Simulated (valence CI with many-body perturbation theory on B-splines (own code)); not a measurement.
**E1 line list for Te XL**

Calculated by relativistic CI+MBPT: three valence electrons over a frozen Dirac-Fock core [Ne], a basis of 11 s, 11 p, 9 d, 7 f, 5 g, 2 h, 1 i functions for each j, with the one-electron correlation potential Σ1, the two-electron term Σ2, the three-electron term Σ3, Breit, model QED; selected CI, second order for the rest (own B-spline code, finite nucleus).

No measured spectrum was set against this ion. As an estimate, large intervals hold to a few tenths of a per cent, small ones and those within an open d or f shell to about a per cent.

Lines 51 to 100 of 288 in falling wavelength, among levels below 40.080 Ry, chosen from the strongest by gf and those to the six lowest levels. Wavelengths and rates use the calculated energies. Electric multipoles are in the length gauge, E1 and E2 with the static RPA response of the core. Weak lines are less certain than strong ones. Lines between different terms over intervals too small for the method are left out, as are lines whose strength nearly cancels. The highest levels of a list are the least certain.

Levels are named by their leading jj configuration (3d3/2^4 stands for four electrons in 3d with j = 3/2), which in mixed levels can hold well under half, so a name can repeat and another be missing. Letters in brackets count levels of one name in rising energy.

| λ vac (nm) | Upper | Lower | A (s⁻¹) | S (a.u.) with core polarisation | S without |
| --- | --- | --- | --- | --- | --- |
| 9.835 | (3p3/2^2 3d5/2) J=7/2 | (3s 3p3/2 3d5/2) J=5/2 [b] | 1.64e+10 | 6.17e-02 | 6.29e-02 |
| 9.795 | (3s 3p1/2 3d3/2) J=3/2 [a] | (3s 3p1/2 3p3/2) J=5/2 | 6.27e+09 | 1.16e-02 | 1.19e-02 |
| 9.297 | (3s 3p1/2 3d3/2) J=5/2 | (3s 3p1/2 3p3/2) J=5/2 | 3.35e+09 | 7.97e-03 | 8.12e-03 |
| 9.164 | (3s 3p1/2 3d3/2) J=1/2 | (3s 3p1/2 3p3/2) J=3/2 [b] | 1.40e+07 | 1.07e-05 | 1.06e-05 |
| 9.132 | (3s 3p1/2 3d5/2) J=5/2 [a] | (3s 3p1/2 3p3/2) J=3/2 [b] | 3.04e+08 | 6.86e-04 | 6.97e-04 |
| 9.113 | (3s 3p1/2 3d3/2) J=3/2 [b] | (3s 3p1/2 3p3/2) J=3/2 [b] | 5.85e+09 | 8.74e-03 | 8.92e-03 |
| 9.046 | (3s 3p1/2 3d3/2) J=3/2 [a] | (3s 3p1/2 3p3/2) J=3/2 [a] | 7.30e+07 | 1.07e-04 | 1.08e-04 |
| 8.823 | (3s 3d3/2 3d5/2) J=7/2 [b] | (3s 3p3/2 3d5/2) J=7/2 [a] | 7.67e+09 | 2.08e-02 | 2.12e-02 |
| 8.619 | (3s 3p1/2 3d3/2) J=5/2 | (3s 3p1/2 3p3/2) J=3/2 [a] | 5.38e+08 | 1.02e-03 | 1.04e-03 |
| 8.501 | (3p3/2^2 3d5/2) J=7/2 | (3s 3p3/2 3d3/2) J=5/2 [b] | 1.41e+10 | 3.42e-02 | 3.49e-02 |
| 8.447 | (3s 3p1/2 3d5/2) J=3/2 | (3s 3p1/2 3p3/2) J=3/2 [b] | 1.71e+09 | 2.04e-03 | 2.07e-03 |
| 8.424 | (3s 3p3/2^2) J=5/2 | (3s^2 3p3/2) J=3/2 | 1.82e+09 | 3.22e-03 | 3.27e-03 |
| 8.405 | (3s 3d5/2^2) J=9/2 | (3s 3p3/2 3d5/2) J=7/2 [a] | 4.18e+10 | 1.22e-01 | 1.25e-01 |
| 8.403 | (3s 3p1/2 3d5/2) J=5/2 [b] | (3s 3p1/2 3p3/2) J=3/2 [b] | 8.07e+09 | 1.42e-02 | 1.44e-02 |
| 8.401 | (3s^2 3d3/2) J=3/2 | (3s^2 3p3/2) J=3/2 | 5.58e+08 | 6.53e-04 | 6.71e-04 |
| 8.347 | (3s 3p1/2 3p3/2) J=3/2 [a] | (3s^2 3p1/2) J=1/2 | 3.94e+08 | 4.53e-04 | 4.62e-04 |
| 8.237 | (3s 3p1/2 3d5/2) J=5/2 [a] | (3s 3p1/2 3p3/2) J=5/2 | 2.10e+08 | 3.48e-04 | 3.54e-04 |
| 8.236 | (3s 3p3/2 3d3/2) J=7/2 | (3s 3p3/2^2) J=5/2 | 1.33e+10 | 2.93e-02 | 2.99e-02 |
| 8.221 | (3s 3p1/2 3d3/2) J=3/2 [b] | (3s 3p1/2 3p3/2) J=5/2 | 1.61e+08 | 1.77e-04 | 1.79e-04 |
| 8.206 | (3p3/2^2 3d5/2) J=7/2 | (3s 3p3/2 3d5/2) J=7/2 [a] | 3.74e+10 | 8.17e-02 | 8.34e-02 |
| 8.161 | (3p1/2 3p3/2 3d3/2) J=7/2 | (3s 3p1/2 3d5/2) J=7/2 | 9.01e+09 | 1.93e-02 | 1.97e-02 |
| 8.070 | (3p1/2 3p3/2 3d5/2) J=7/2 [b] | (3p1/2 3p3/2^2) J=5/2 | 1.03e+11 | 2.14e-01 | 2.18e-01 |
| 8.063 | (3p1/2 3p3/2 3d5/2) J=5/2 [b] | (3p1/2 3p3/2^2) J=3/2 | 1.63e+11 | 2.53e-01 | 2.58e-01 |
| 7.957 | (3s 3d3/2^2) J=3/2 | (3p1/2 3p3/2^2) J=1/2 | 2.15e+10 | 2.13e-02 | 2.17e-02 |
| 7.950 | (3p1/2^2 3d5/2) J=5/2 | (3p1/2^2 3p3/2) J=3/2 | 2.48e+10 | 3.70e-02 | 3.76e-02 |
| 7.945 | (3s 3p1/2 3d5/2) J=7/2 | (3s 3p1/2 3p3/2) J=5/2 | 3.43e+10 | 6.79e-02 | 6.91e-02 |
| 7.925 | (3p1/2 3p3/2 3d5/2) J=1/2 | (3p1/2 3p3/2^2) J=1/2 | 1.12e+11 | 5.48e-02 | 5.59e-02 |
| 7.924 | (3s 3d3/2 3d5/2) J=7/2 [a] | (3s 3p3/2 3d3/2) J=5/2 [a] | 6.25e+10 | 1.23e-01 | 1.25e-01 |
| 7.900 | (3p1/2 3p3/2 3d5/2) J=1/2 | (3p1/2 3p3/2^2) J=3/2 | 3.55e+10 | 1.73e-02 | 1.76e-02 |
| 7.873 | (3p1/2 3p3/2 3d5/2) J=7/2 [a] | (3s 3p1/2 3d5/2) J=5/2 [b] | 1.64e+10 | 3.15e-02 | 3.22e-02 |
| 7.820 | (3s 3p3/2 3d5/2) J=1/2 | (3s 3p3/2^2) J=1/2 | 1.28e+11 | 6.02e-02 | 6.14e-02 |
| 7.782 | (3p1/2 3p3/2 3d5/2) J=3/2 [b] | (3p1/2 3p3/2^2) J=1/2 | 2.34e+10 | 2.18e-02 | 2.22e-02 |
| 7.724 | (3s 3p1/2 3d3/2) J=1/2 | (3s 3p1/2 3p3/2) J=3/2 [a] | 3.22e+09 | 1.47e-03 | 1.50e-03 |
| 7.721 | (3p3/2^2 3d5/2) J=7/2 | (3s 3p3/2 3d5/2) J=5/2 [a] | 6.51e+10 | 1.18e-01 | 1.21e-01 |
| 7.721 | (3p1/2 3p3/2 3d5/2) J=5/2 [b] | (3p1/2 3p3/2^2) J=5/2 | 3.28e+10 | 4.48e-02 | 4.57e-02 |
| 7.716 | (3s 3p3/2 3d5/2) J=5/2 [b] | (3s 3p3/2^2) J=3/2 | 1.77e+11 | 2.41e-01 | 2.46e-01 |
| 7.701 | (3s 3p1/2 3d5/2) J=5/2 [a] | (3s 3p1/2 3p3/2) J=3/2 [a] | 6.64e+10 | 8.98e-02 | 9.16e-02 |
| 7.687 | (3s 3p1/2 3d3/2) J=3/2 [b] | (3s 3p1/2 3p3/2) J=3/2 [a] | 7.43e+09 | 6.67e-03 | 6.79e-03 |
| 7.685 | (3s 3d3/2 3d5/2) J=9/2 | (3s 3p3/2 3d5/2) J=9/2 | 1.34e+10 | 3.00e-02 | 3.05e-02 |
| 7.682 | (3s 3d3/2 3d5/2) J=9/2 | (3s 3p3/2 3d3/2) J=7/2 | 1.26e+11 | 2.83e-01 | 2.88e-01 |
| 7.676 | (3s 3p1/2 3d5/2) J=3/2 | (3s 3p1/2 3p3/2) J=5/2 | 2.95e+10 | 2.63e-02 | 2.69e-02 |
| 7.653 | (3s 3d3/2 3d5/2) J=5/2 [a] | (3s 3p3/2 3d3/2) J=3/2 [a] | 8.08e+10 | 1.07e-01 | 1.09e-01 |
| 7.647 | (3p1/2 3p3/2 3d3/2) J=5/2 [b] | (3s 3p1/2 3d5/2) J=3/2 | 2.05e+10 | 2.72e-02 | 2.77e-02 |
| 7.639 | (3s 3p1/2 3d5/2) J=5/2 [b] | (3s 3p1/2 3p3/2) J=5/2 | 4.35e+10 | 5.74e-02 | 5.86e-02 |
| 7.611 | (3s 3p3/2 3d5/2) J=7/2 [b] | (3s^2 3d5/2) J=5/2 | 2.43e+11 | 4.22e-01 | 4.31e-01 |
| 7.610 | (3s 3p3/2 3d5/2) J=3/2 [a] | (3s^2 3d3/2) J=3/2 | 3.07e+10 | 2.67e-02 | 2.73e-02 |
| 7.600 | (3s 3d3/2^2) J=3/2 | (3p1/2 3p3/2^2) J=5/2 | 2.50e+10 | 2.17e-02 | 2.21e-02 |
| 7.590 | (3s 3p3/2 3d5/2) J=3/2 [a] | (3s 3p3/2^2) J=5/2 | 4.72e+10 | 4.07e-02 | 4.15e-02 |
| 7.572 | (3p1/2 3p3/2 3d5/2) J=7/2 [a] | (3s 3p1/2 3d5/2) J=7/2 | 1.32e+10 | 2.26e-02 | 2.30e-02 |
| 7.566 | (3s 3p3/2 3d5/2) J=3/2 [b] | (3s 3p3/2^2) J=1/2 | 9.21e+10 | 7.88e-02 | 8.03e-02 |
